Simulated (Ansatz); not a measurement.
`O[SiH]1OC[SiH2]1`, relaxed with RKS PBE0-D4/def2-TZVP in the Gaussian-basis code of Ansatz from a PBE-D4/def2-SVP geometry. The force threshold is 0.005 eV/Å; the program also tests the step.

Total charge 0; spin multiplicity 1.

Start:

```xyz
11

O     0.623    1.379    1.850
Si    0.301    1.123    0.223
O    -1.265    0.527   -0.113
C    -1.107   -0.883   -0.426
Si    0.834   -1.016   -0.551
H     0.442    2.278    2.176
H     0.507    2.422   -0.511
H    -1.543   -1.518    0.378
H    -1.643   -1.120   -1.371
H     1.338   -1.145   -1.965
H     1.513   -2.047    0.311
```

Question: By how much does the energy fall, and how many steps does the optimiser take? (An estimate is asked.)

Answer: The calculation gave: 0.08 eV, in 8 steps.

Question: Which bonds change most? (Best estimate.)

Answer: Ansatz gave: Si2–O3 from 1.709 to 1.666 Å; O1–Si2 from 1.678 to 1.641 Å; C4–Si5 from 1.949 to 1.925 Å; C4–H8 from 1.114 to 1.094 Å.

Question: Give the relaxed structure. (Best estimate.)

Answer: Computed: 
```xyz
11

O     0.603    1.393    1.821
Si    0.278    1.105    0.239
O    -1.245    0.502   -0.062
C    -1.090   -0.888   -0.432
Si    0.828   -1.007   -0.548
H     0.491    2.287    2.147
H     0.467    2.383   -0.501
H    -1.534   -1.527    0.337
H    -1.614   -1.070   -1.374
H     1.337   -1.147   -1.939
H     1.479   -2.031    0.312
```
